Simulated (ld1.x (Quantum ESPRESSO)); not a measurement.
## Pseudopotential generation for boron (B): ultrasoft, PBEsol, scalar-relativistic.

```
Element                 : B (Z = 5)
Generator               : ld1.x (Quantum ESPRESSO) 7.5
Type                    : ultrasoft
Functional              : PBEsol
Relativity              : scalar-relativistic
Frozen core             : [He]
Valence charge          : 3
Reference configuration : 2s2 2p1
Partial waves           : 2s (bound): rcut 1.35, rcutus 1.50 bohr; 2s channel at -0.1 Ry: rcut 1.35, rcutus 1.50 bohr; 2p (bound): rcut 1.95, rcutus 2.65 bohr; 2p channel at 0.5 Ry: rcut 1.95, rcutus 2.65 bohr; 3d channel at 0.25 Ry: rcut 1.95, rcutus 2.30 bohr; 3d channel at 1.3 Ry: rcut 1.95, rcutus 2.30 bohr
Local potential         : all-electron potential smoothed inside 1.25 bohr (lloc = -2)
Core correction         : none
Augmentation charge     : PSQ, inside the norm-conserving radii
```

* Configuration tests: test run stopped at test 5 of 7 (negative rho)
* Lowest eigenvalue of the overlap operator: -0.39 (d channel); it is negative, so in a basis up to 400 Ry S is not positive definite and the file is unfit for use
* Density cutoff estimated by the generator: 180 Ry

The ghost test of this file was not conclusive. Its overlap operator is not positive definite in a basis up to 400 Ry (lowest eigenvalue d -0.39), so the file is unfit for use: the generalised eigenproblem breaks down once the basis is large enough, and its test numbers describe a broken file.
